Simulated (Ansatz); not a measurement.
Species: CH$_{2}$S, charge 0, singlet. CH2S (SMILES C=S).
B3LYP-D3(BJ)/def2-TZVP minimum from Ansatz (a quantum-chemistry and plane-wave program):
```
C
H 1 1.0888
H 1 1.0888 2 115.51
S 1 1.6055 2 122.25 3 -180.00
```
Charge 0, spin multiplicity 1.

Hartree-Fock and CCSD(T) correlation energies in hartree (Ansatz). Radicals and triplets start from unrestricted determinants; spin-orbit coupling is neglected. Correlated methods leave the cores frozen. No relativity. The restricted determinant of CH2S (C=S, singlet) is unstable towards broken spin symmetry in at least one set run.

| basis | X | E(HF) | E(corr, CCSD(T)) |
|---|---|---|---|
| cc-pV(T+d)Z | 3 | -436.55883 | -0.37869 |
| cc-pV(Q+d)Z | 4 | -436.56510 | -0.40102 |
| cc-pV(5+d)Z | 5 | -436.56637 | withheld |

Fit E(corr) = E∞ + A/X³ to X = 3 and 4, predict X = 5, and compare with the run.

A = (-0.37869 - (-0.40102))/(1/27 - 1/64) = 1.0429; E∞ = -0.40102 - A/64 = -0.41731; at X = 5, E∞ + A/125 = -0.40897. The run gave -0.40854, 0.43 mEh above the prediction. The same form on X = 4 and 5 gives E∞ = -0.41643, 0.89 mEh above the first estimate.
